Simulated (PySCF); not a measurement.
## Bi+: ionisation energy

Bi+ [Xe] 4f14 5d10 6s2 6p2 (3P) → Bi(2+) [Xe] 4f14 5d10 6s2 6p1 (2P), as a difference of total energies. Computed with PySCF 2.14 in x2c-TZVPPall with one added diffuse shell each of s, p, d, f type (12s8p7d4f, 99 functions), with the spin-free X2C one-electron Hamiltonian (Gaussian nucleus). Correlated levels: valence and next inner shell: [Kr] 4d10 4f14 frozen. The calculations carry no spin-orbit coupling.

```
                                method  ionisation energy (eV)  difference from reference (eV)
                                   UHF                  15.349                          -1.354
    MP2 (valence and next inner shell)                  15.809                          -0.894
SCS-MP2 (valence and next inner shell)                  15.670                          -1.033
   CCSD (valence and next inner shell)                  15.742                          -0.961
CCSD(T) (valence and next inner shell)                  15.765                          -0.938
```

Reference: 16.703 eV (measured; NIST Atomic Spectra Database, ionization energies).

Spin-orbit coupling is strong in these open shells (close to jj coupling). The scalar numbers leave it out and a first-order estimate fails, so it can dominate the gap to the real levels.

Errors of the correlated levels include the incompleteness of this basis and the frozen core.
